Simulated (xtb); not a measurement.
C5H8O, SMILES OC1CC=CC1. All values are semi-empirical tight-binding results from xtb (GFN2-xTB unless named), good for trends rather than for accurate numbers. Geometry: GFN2-xTB. One conformer was computed; it need not be the lowest.

Optimised geometry:

Bond lengths (Å): O1–C2 1.408, O1–H7 0.964, C2–C3 1.545, C2–C6 1.545, C2–H8 1.092, C3–C4 1.499, C3–H9 1.092, C3–H10 1.092, C4–C5 1.322, C4–H11 1.076, C5–C6 1.499, C5–H12 1.076, C6–H13 1.092, C6–H14 1.092. Angles (°): C2–O1–H7 108.0, O1–C2–C3 111.8, O1–C2–C6 111.8, O1–C2–H8 104.4, C3–C2–C6 104.6, C3–C2–H8 112.2, C6–C2–H8 112.2, C2–C3–C4 103.8, C2–C3–H9 110.8, C2–C3–H10 111.3, C4–C3–H9 112.8, C4–C3–H10 110.5, H9–C3–H10 107.7, C3–C4–C5 112.0, C3–C4–H11 121.5, C5–C4–H11 126.5, C4–C5–C6 112.0, C4–C5–H12 126.5, C6–C5–H12 121.5, C2–C6–C5 103.8, C2–C6–H13 110.8, C2–C6–H14 111.3, C5–C6–H13 112.8, C5–C6–H14 110.5, H13–C6–H14 107.7.

### Question
Estimate the properties. (The exact figures need the calculation; the answer reports its results.)

### Answer

The point group as xtb finds it comes out as Cs and the orbital gap comes out as 5.16 eV. The dipole moment is 1.70 D. The zero-point energy comes out as 74.2 kcal/mol and the G − E(el) at 298.15 K (modified RRHO) is 56.0 kcal/mol. The static polarisability (D4 model) is 62.0 bohr³ and the solvation energy, GFN2-xTB/ALPB(water) is -3.7 kcal/mol. The solvation energy, GFN2-xTB/ALPB(benzene) is -4.8 kcal/mol.

Computed IR lines (harmonic; lines under 4 % of the strongest left out, lines within 3 cm⁻¹ merged):
ν (cm⁻¹): 341 (w), 392 (vs), 431 (m), 708 (m), 723 (w), 876 (m), 982 (m), 1071 (m), 1145 (vs), 1311 (w), 1357 (vs), 1462 (w), 1697 (w), 2957 (m), 2976 (s), 2984 (s), 3110 (m), 3126 (s), 3538 (w) (against the strongest line: vs over 80 %, s over 45 %, m over 15 %, w over 4 %, vw less)

### Question
Give the atomic charges and the Wiberg bond orders between heavy atoms. (An estimate is asked for; the answer gives what the named calculation found.)

### Answer
charges (e) O1 -0.44, C2 0.11, C3 -0.07, C4 -0.05, C5 -0.05, C6 -0.07, H7 0.29, H8 0.04, H9 0.05, H10 0.04, H11 0.03, H12 0.03, H13 0.05, H14 0.04. Bond orders O1–C2 1.00, C2–C3 0.98, C3–C4 1.02, C4–C5 1.93, C2–C6 0.98, C5–C6 1.02.
